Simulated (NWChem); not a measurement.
# Basis-set convergence for HFOSi

```xyz
4

Si    -0.6240    -0.0001     0.0000
F      0.4348     1.2580     0.0000
O      0.4303    -1.2773     0.0000
H      1.3812    -1.1021     0.0000
```
Charge 0, spin multiplicity 1.

All runs are NWChem calculations. All single points use one geometry, from PBE0/def2-SVP, a minimum by its harmonic frequencies. It is one conformer; others weren't searched.

Quantity: dipole moment at the level PBE.

The Pople sets run with spherical d functions. The structure started from a generated list of species.

| basis | functions | dipole moment (D) |
|---|---|---|
| 6-31G* | 48 | 1.20 |
| def2-SVP | 51 | 1.11 |
| 6-31+G* | 60 | 0.79 |
| 6-311G** | 68 | [?] |
| def2-TZVP | 105 | [?] |
| cc-pVTZ | 108 | 0.92 |
| pcseg-2 | 108 | 0.78 |
| def2-TZVPP | 118 | 0.83 |
| aug-cc-pVTZ | 165 | [?] |
| cc-pVQZ | 199 | 0.81 |

Question: Some entries are withheld; supply them.

Answer: 
- 6-311G**, dipole moment (D): 0.96
- def2-TZVP, dipole moment (D): 0.86
- aug-cc-pVTZ, dipole moment (D): 0.74
